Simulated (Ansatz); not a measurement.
The multiplicity is imposed and other spin states were not computed.

These are frozen-core CCSD(T)/def2-TZVPP // TPSS-D3(BJ)/def2-SVP run with Ansatz (a quantum-chemistry and plane-wave program) values and carry that method's errors.

Ansatz 0.2 input:
```yaml
crystal:
  periodic: [false, false, false]
  atoms:
    - { symbol: Cu, position_ang: [0.037988, -0.009622, -0.022708] }
    - { symbol: N, position_ang: [1.646924, -0.471094, -1.033096] }
    - { symbol: H, position_ang: [1.925554, 0.273972, -1.686176] }
    - { symbol: H, position_ang: [1.523586, -1.322777, -1.597612] }
    - { symbol: H, position_ang: [2.457195, -0.641136, -0.421705] }
    - { symbol: C, position_ang: [-1.468498, 0.423278, 0.924937] }
    - { symbol: N, position_ang: [-2.435189, 0.70137, 1.534561] }
basis:
  gaussian: { orbitals: def2-TZVPP }
correlation:
  method: ccsd_t
```

Output:

```
Functional definition: HF
1272 factors; integrals over basis functions are off by at most 8.6e-4 eV
mean field evaluation 1: about -48635.1632 eV, gradient 6.7e1 eV
mean field evaluation 2: about -48635.3972 eV, gradient 6.8e1 eV
mean field evaluation 4: about -48641.1442 eV, gradient 9.7e0 eV
mean field evaluation 8: about -48641.3688 eV, gradient 1.5e0 eV
mean field evaluation 16: about -48641.3770 eV, gradient 2.8e-6 eV
mean field -48641.37704502 eV, -1787.5376360951 hartree, gradient 2.7e-6 eV, S^2 0.000000; 0 other end points of the search recorded, 0 dependent functions left out
8 core orbitals not correlated
reference -48641.37704502 eV, -1787.5376360951 hartree; 18, 18 occupied and 173, 173 virtual orbitals, 1272 factors
second order -39.75170428 eV of doubles, -0.00000000 eV of singles
cycle   1  -33.93304396 eV  change     5.8e0 eV  update   2.8e-1
cycle   2  -36.06395932 eV  change    -2.1e0 eV  update   2.3e-1
cycle   3  -36.58220277 eV  change   -5.2e-1 eV  update   5.3e-2
cycle   4  -36.61714589 eV  change   -3.5e-2 eV  update   2.7e-2
cycle   5  -36.57223440 eV  change    4.5e-2 eV  update   1.3e-2
cycle   6  -36.57051533 eV  change    1.7e-3 eV  update   4.8e-3
cycle   7  -36.57444214 eV  change   -3.9e-3 eV  update   3.3e-3
cycle   8  -36.57149688 eV  change    2.9e-3 eV  update   1.3e-3
cycle   9  -36.57060973 eV  change    8.9e-4 eV  update   8.0e-4
cycle  10  -36.57125075 eV  change   -6.4e-4 eV  update   2.9e-4
cycle  11  -36.57165315 eV  change   -4.0e-4 eV  update   1.1e-4
cycle  12  -36.57154018 eV  change    1.1e-4 eV  update   5.7e-5
cycle  13  -36.57144609 eV  change    9.4e-5 eV  update   2.3e-5
cycle  14  -36.57148803 eV  change   -4.2e-5 eV  update   7.2e-6
perturbative correction -1.46284167 eV, -0.0537584397 hartree
Total energy: -48679.41137472 eV, -1788.9353719309 hartree
```

Cost: roughly 3 core-minutes.
